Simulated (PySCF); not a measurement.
Cl2FHNTa, SMILES [NH]=[Ta]([F])([Cl])[Cl], multiplicity 1.

Geometry: B3LYP-D3(BJ)/def2-SVP. The spin state was assumed, not searched. The structure was generated by enumeration; whether it is a known compound was not checked. The def2 effective core potentials stand for the cores of Ta; spin–orbit coupling is left out.

Two levels are set side by side: TDDFT-PBE/def2-SVPD (PySCF) and TDDFT-M06-2X/def2-SVPD (PySCF). Vertical, same geometry. The lowest singlet is HOMO→LUMO 90 % with PBE and HOMO→LUMO 72 %, HOMO−1→LUMO+1 16 % with the other functional; states are paired by order. Differences are taken from unrounded values.

| quantity | TDDFT-M06-2X |
|---|---|
| lowest singlet excitation (eV) | 4.77 |
| lowest triplet excitation (TDA) (eV) | 4.54 |

Question: What does TDDFT-PBE give, and how far is it from TDDFT-M06-2X? (The exact figures need the calculation; the answer reports its results.)

Answer: 
```csv
quantity,TDDFT-PBE,TDDFT-PBE minus TDDFT-M06-2X
lowest singlet excitation (eV),4.30,-0.47
lowest triplet excitation (TDA) (eV),4.06,-0.48
```

A lower first singlet is the usual sign of a functional without exact exchange. Differences between two approximate levels are no errors against the true value.

Rough cost on one machine, each run with all the roots and properties that it gave: TDDFT-M06-2X against TDDFT-PBE about 10 times.
